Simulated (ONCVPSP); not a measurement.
Tl: variants of one ONCV potential

Base potential:

Tl, optimised norm-conserving Vanderbilt (ONCV), made with ONCVPSP 4.0.1 (LDA (Perdew-Wang 92), scalar-relativistic). Core [Kr] 4d10 4f14, reference 5s2 5p6 5d10 6s2 6p1. Waves: 5s+6s: rc 1.45 bohr, ncon 4, nbas 7, qcut 8 1/bohr, 2 projectors; 5p+6p: rc 1.35 bohr, ncon 3, nbas 7, qcut 10.3 1/bohr, 2 projectors; 5d: rc 1.85 bohr, ncon 4, nbas 8, qcut 9.8 1/bohr, 3 projectors, debl 3.4 Ha. Local part: polynomial inside 1.10 bohr (lpopt 5, dvloc0 3 Ha). Core correction: Teter function, fcfact 4.75, rcfact 1.75.

All-electron outer shells of the reference configuration (LDA (PZ), scalar-relativistic, ld1.x):

```json
{"shell": "4d", "level (eV)": "-374.90", "outermost node (bohr)": "0.19", "outermost maximum (bohr)": "0.39"}
{"shell": "5s", "level (eV)": "-131.30", "outermost node (bohr)": "0.46", "outermost maximum (bohr)": "0.80"}
{"shell": "4f", "level (eV)": "-114.41", "outermost node (bohr)": "–", "outermost maximum (bohr)": "0.36"}
{"shell": "5p", "level (eV)": "-76.26", "outermost node (bohr)": "0.50", "outermost maximum (bohr)": "0.90"}
{"shell": "5d", "level (eV)": "-15.62", "outermost node (bohr)": "0.53", "outermost maximum (bohr)": "1.11"}
{"shell": "6s", "level (eV)": "-9.83", "outermost node (bohr)": "1.04", "outermost maximum (bohr)": "2.08"}
{"shell": "6p", "level (eV)": "-2.58", "outermost node (bohr)": "1.23", "outermost maximum (bohr)": "2.91"}
```

Cutoffs, loose and tight: the cutoffs (Ha) at which the residual kinetic energy of the hardest occupied pseudo-wave falls to 1 and 0.1 mHa per electron. They do not see the model core or the augmentation charge, which bear on the density cutoff. Test errors are all-electron minus pseudo excitation energies from the reference, over the configurations 5s2 5p6 5d10 6s2 6p0; 5s2 5p6 5d10 6s1 6p0; 5s2 5p6 5d10 6s0 6p0; 5s2 5p5 5d10 6s2 6p1. A dash means not determined; rows that change the core or the reference have their own tests. The largest error is taken over the tests solved by every variant that gives reliable tests at all: 5s2 5p5 5d10 6s2 6p1; 5s2 5p6 5d10 6s1 6p0; 5s2 5p6 5d10 6s2 6p0.

```csv
change,outcome,"cutoff, loose","cutoff, tight",bound ghosts,GHOST(+) flags above zero,largest test error (meV)
base,generated,37 Ha,43 Ha,none,s,-135
p: qcut 7.9,generated,26 Ha,31 Ha,none,s,-167
p: qcut 8.6,generated,28 Ha,34 Ha,none,s,-158
p: qcut 10.1,generated,36 Ha,42 Ha,none,s,-137
p: qcut 11.8,generated,46 Ha,54 Ha,none,s,-118
p: qcut 12.4,generated,50 Ha,58 Ha,none,s,-112
p: qcut 14.3,"failed: ERROR pspot: first pseudo wave function has node, program will stop",–,–,–,–,–
p: qcut 15.1,"failed: ERROR pspot: first pseudo wave function has node, program will stop",–,–,–,–,–
```

**Question.** What comes out with this change to the base: p: qcut 6.5?

**Answer.** outcome: generated; cutoff, loose: 26 Ha; cutoff, tight: 82 Ha; bound ghosts: none; GHOST(+) flags above zero: s; largest test error (meV): -179.

Reading the sweep of the qcut of the p channel (base included, trends over the rows without a ghost): The loose cutoff rises from 26 Ha at 6.5 to 50 Ha at 12.4 1/bohr. The waves are optimised to have the least kinetic energy above qcut, so the cutoff follows it (qcut²/2 in Ha). The generation fails at 14.3, 15.1 1/bohr.
